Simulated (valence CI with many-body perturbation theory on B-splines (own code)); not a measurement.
The numbers below are computed, except where a source is named.
## Er LVI: magnetic and hyperfine properties of the levels

Level of theory: relativistic CI+MBPT: three valence electrons over a frozen Dirac-Fock core [Ne], radial functions for each j: 11 s, 11 p, 10 d, 8 f, 5 g, 2 h, with the one-electron correlation potential Σ1, the two-electron term Σ2, the three-electron term Σ3, Breit, model QED; selected CI, second order for the rest, scaled by the run's own slope (own B-spline code, finite nucleus).

The last digits are not significant, and no measured levels were compared; by estimate large intervals hold to a few tenths of a per cent, small ones and those within an open d or f shell to about a per cent.

A/g_I is the dipole constant over the nuclear g factor μ/I (μ in nuclear magnetons, uniformly magnetised nucleus), B/Q the quadrupole constant per barn. Both hold the static response of the core; the bare values leave it out. Large factors of s and p1/2 electrons are usually good to 5 to 10 %; those of open d and f shells near neutrality can be off by tens of per cent, and small factors of p3/2, d and f electrons come from cancelling terms and can be off by a factor of two or in sign, in half-filled shells by more. B is blank for J = 1/2, where it vanishes, and for nearly pure S terms. Energies count from the lowest level.

Levels are named by their leading jj configuration (3d3/2^4 stands for four electrons in 3d with j = 3/2), which in mixed levels can hold well under half, so a name can repeat and another be missing. Letters in brackets count levels of one name in rising energy.

```tsv
Level	E (× 10³ cm⁻¹)	g	A/g_I (MHz)	A/g_I bare	B/Q (MHz/b)	B/Q bare
(3s^2 3p1/2) J=1/2	0.00	0.650	1280000	1260000		
(3s 3p1/2^2) J=1/2	1178.3	2.147	3870000	3780000		
(3s^2 3p3/2) J=3/2	1963.1	1.323	165000	164000	321000	316000
(3s 3p1/2 3p3/2) J=3/2 [a]	2927.7	1.638	911000	895000	260000	256000
(3s 3p1/2 3p3/2) J=5/2	3057.0	1.343	1120000	1100000	245000	242000
(3s 3p1/2 3p3/2) J=3/2 [b]	3215.5	0.962	91300	92700	175000	173000
(3s 3p1/2 3p3/2) J=1/2	3287.4	1.245	-1370000	-1340000		
(3s^2 3d3/2) J=3/2	3651.6	0.828	44200	47300	66900	68100
(3s^2 3d5/2) J=5/2	4036.5	1.204	68500	70200	55000	57000
(3p1/2^2 3p3/2) J=3/2	4381.3	1.150	95200	98000	236000	234000
(3s 3p1/2 3d3/2) J=3/2 [a]	4490.2	0.634	-224000	-217000	107000	107000
(3s 3p1/2 3d3/2) J=5/2	4583.5	1.028	1060000	1040000	16500	18700
(3s 3p1/2 3d3/2) J=1/2	4773.3	0.388	-1570000	-1530000		
(3s 3p1/2 3d3/2) J=3/2 [b]	4811.5	1.295	948000	932000	52100	51900
(3s 3p3/2^2) J=5/2	4987.6	1.420	912000	896000	92600	91300
(3s 3p1/2 3d5/2) J=5/2 [a]	5033.7	1.350	371000	367000	60400	62200
(3s 3p1/2 3d5/2) J=7/2	5129.0	1.242	760000	746000	8830	11600
(3s 3p1/2 3d5/2) J=5/2 [b]	5206.4	1.040	17700	20700	75100	76300
(3s 3p1/2 3d5/2) J=3/2	5245.3	1.113	-813000	-791000	28800	30200
(3s 3p3/2^2) J=1/2	5253.0	1.907	3940000	3850000		
(3s 3p3/2^2) J=3/2	5302.3	1.194	-585000	-566000	-60400	-59500
(3p1/2^2 3d3/2) J=3/2	5915.9	0.772	90800	90900	52600	54400
(3p1/2 3p3/2^2) J=5/2	6297.7	1.164	488000	481000	38000	37700
(3p1/2 3p3/2^2) J=3/2	6330.4	1.408	-14200	-6850	22400	22100
(3p1/2 3p3/2^2) J=1/2	6448.3	0.698	1450000	1420000		
(3p1/2^2 3d5/2) J=5/2	6462.5	1.193	29500	33800	45900	48100
(3s 3p3/2 3d3/2) J=3/2 [a]	6553.1	1.301	487000	481000	-6570	-7890
(3s 3p3/2 3d3/2) J=1/2 [a]	6564.9	2.213	1650000	1620000		
(3s 3p3/2 3d3/2) J=5/2 [a]	6573.9	1.237	449000	444000	115000	112000
(3s 3p3/2 3d3/2) J=7/2	6600.2	1.246	648000	638000	317000	314000
(3s 3p3/2 3d3/2) J=3/2 [b]	6793.0	0.984	127000	128000	-172000	-169000
(3s 3p3/2 3d5/2) J=9/2	6851.1	1.323	511000	503000	393000	390000
(3s 3p3/2 3d3/2) J=5/2 [b]	6901.9	0.959	-141000	-134000	209000	209000
(3s 3p3/2 3d3/2) J=1/2 [b]	6936.2	0.608	661000	648000		
(3s 3p3/2 3d5/2) J=5/2 [a]	7019.4	1.334	767000	754000	-171000	-168000
(3s 3p3/2 3d5/2) J=7/2 [a]	7089.8	1.224	293000	290000	241000	240000
(3s 3p3/2 3d5/2) J=3/2 [a]	7108.1	1.156	-302000	-290000	-169000	-167000
(3s 3p3/2 3d5/2) J=7/2 [b]	7223.9	1.197	12800	16600	199000	199000
(3s 3p3/2 3d5/2) J=1/2	7297.8	0.701	-1090000	-1070000		
(3s 3p3/2 3d5/2) J=3/2 [b]	7371.4	1.302	914000	896000	99800	99900
```

Q: Take the isotope of mass number 167, with I = 7/2, μ = -0.5623 μN and Q = 3.57 b. What is the hyperfine structure of (3s^2 3p1/2) J=1/2?

A: From the table A = -206000 MHz. Shifts from the centre of gravity in MHz: F = 3: 464000, F = 4: -360000.
